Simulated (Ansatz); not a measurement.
Calculated with Ansatz (gas phase, PBE0-D4/def2-TZVP geometries, no zero-point term in ΔE). CCSD(T)/CBS is the MP2 limit (def2-TZVPP, def2-QZVPP) plus CCSD(T) − MP2 in def2-TZVPP, frozen cores. DFT in def2-TZVPP. B3LYP here is the variant with VWN-RPA as its local correlation; programs differ in this. For Ga, Se outer-core shells are correlated without core-valence functions, which leaves a few kJ/mol of doubt a bond. Scalar relativity is left out up to krypton. Each species was taken in one conformer, which may not be the lowest.

`B[Se]C` + `[SH][Ga]([Cl])[Cl]` → `C[S][Ga]([Cl])[Cl]` + `B[SeH]`  (substitution at a C–Se bond)

Question: Is it downhill or uphill in electronic energy at CCSD(T)/CBS, and by how much? (Estimate.)

Answer: Computed: Uphill: ΔE = +13.5 kJ/mol.

Question: What do these levels give: revPBE-D4, B3LYP-D4, BHLYP-D4, CAM-B3LYP-D4, ωB97M-V, PBE, r2SCAN, HF/def2-TZVPP, CCSD(T)/def2-TZVPP, HF/CBS(def2), MP2/CBS(def2), CCSD/CBS(def2)? (Best estimate.)

Answer: Ansatz gave: revPBE-D4 12.1, B3LYP-D4 12.1, BHLYP-D4 11.8, CAM-B3LYP-D4 12.5, ωB97M-V 13.9, PBE 14.9, r2SCAN 14.1, HF/def2-TZVPP 13.2, CCSD(T)/def2-TZVPP 17.0, HF/CBS(def2) 13.1, MP2/CBS(def2) 14.2, CCSD/CBS(def2) 13.3 kJ/mol.

Question: What do rigid-rotor, harmonic-oscillator terms from PBE0-D4/def2-TZVP frequencies (298.15 K, 1 bar) make of the CCSD(T)/CBS value? (Best estimate.)

Answer: The calculation gave: ΔZPE = -0.4 kJ/mol, ΔH = +13.9 kJ/mol, ΔS = 1 J/(mol·K), ΔG = +13.6 kJ/mol.

Largest T1 diagnostic among the species: 0.013.

In def2-TZVPP, CCSD(T) changes the Hartree–Fock value by +3.8 kJ/mol (the triples alone add +0.2 kJ/mol) and MP2 by +4.4 kJ/mol. Leaving LDA and LC-ωPBE aside and taking each functional with its dispersion term where it has one, the values, not all of them listed here, spread over 3.9 kJ/mol, from BHLYP-D4 to B2PLYP.
